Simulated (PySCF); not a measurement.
C2H11GeN2P.
SMILES: `C[N](C)[Ge@@H]([NH2])[PH2]`

Method: TDDFT CAM-B3LYP/def2-SVPD, vertical, gas phase, core orbitals frozen in the response (PySCF). The structure is a single PBE0-D3(BJ)/def2-SVP conformer in the gas phase; no vibrational or solvent corrections. The CAM-B3LYP/def2-SVPD calculation is non-relativistic and has no spin–orbit coupling, an omission that weighs most on germanium. Torsions of this conformer, `[CH3:1][N:2]([CH3:3])[Ge@@H:4]([NH2:5])[PH2:6]`: C1–N2–Ge4–N5 -49°, H–N5–Ge4–N2 -48°, H–N5–Ge4–N2 83°, H–P6–Ge4–N2 61°, H–P6–Ge4–N2 155°.

Computed states:

```json
{"state": "S1", "E (eV)": "5.51", "f": "0.010"}
{"state": "S2", "E (eV)": "5.93", "f": "0.059"}
{"state": "S3", "E (eV)": "6.10", "f": "0.042"}
{"state": "S4", "E (eV)": "6.22", "f": "0.093"}
{"state": "S5", "E (eV)": "6.49", "f": "0.0056"}
{"state": "S6", "E (eV)": "6.59", "f": "0.026"}
{"state": "S7", "E (eV)": "6.72", "f": "0.022"}
{"state": "S8", "E (eV)": "7.00", "f": "0.103"}
{"state": "S9", "E (eV)": "7.09", "f": "0.064"}
{"state": "S10", "E (eV)": "7.21", "f": "0.128"}
```

Each state is given a Gaussian of 0.4 eV full width at half maximum, with ε(max) = 2.175×10⁸ f / Δν̃ (Δν̃ the width in cm⁻¹). The width is an assumption, not a result. The curve ends short of the highest state used, and states not computed would add to its high-energy end.

Question: Give the broadened spectrum and its maxima.

Answer: 
E (eV), ε (L mol⁻¹ cm⁻¹) and a bar:
```
     4.91          1 
     4.97          4 
     5.03         12 
     5.09         32 
     5.15         71 
     5.20        128 
     5.26        230 #
     5.32        369 #
     5.38        529 ##
     5.44        690 ##
     5.50        850 ##
     5.55       1010 ###
     5.61       1307 ####
     5.67       1824 #####
     5.73       2651 ########
     5.79       3806 ###########
     5.85       5212 ###############
     5.91       6728 ###################
     5.96       7955 #######################
     6.02       9233 ###########################
     6.08      10125 #############################
     6.14      10444 ##############################
     6.20      10072 #############################
     6.26       9058 ##########################
     6.31       7900 #######################
     6.37       6455 ###################
     6.43       5273 ###############
     6.49       4543 #############
     6.55       4265 ############
     6.61       4354 #############
```

Maxima: 202 nm (6.14 eV), ε about 10000, made up of S2 (18%), S3 (27%) and S4 (54%) (ε in L mol⁻¹ cm⁻¹; maxima over ε = 5, shares over 10%). At its high-energy end, 6.61 eV, the curve is still rising (ε about 4400, from S4, S6, S7 and S8).

Question: What would ε be at 6.14 eV, the highest of these maxima, with half the width (0.2 eV)?

Answer: About 13900 L mol⁻¹ cm⁻¹ against 10400, a factor of about 1.3; a lone state at its own centre would give exactly 2.

Question: Does any computed singlet lie in the visible range?

Answer: No computed singlet lies in the visible range (380 to 750 nm); the lowest, at 225 nm, stands 2.25 eV above its violet end (3.26 eV).

Question: On this curve, what absorbance would a 10⁻⁵ mol/L sample give at 248 nm over a 1 cm path?

Answer: 248 nm is 4.999 eV, where ε is about 7.3 L mol⁻¹ cm⁻¹, so A = ε c l ≈ 7.3e-05 (Beer–Lambert, with the gas-phase spectrum and the assumed width).

The vertical ionisation energy (ΔSCF) is 7.93 eV, 0.72 eV above S10.

Hardware: an x86-64 server with one thread, on a shared host. Cost: 96 s wall.
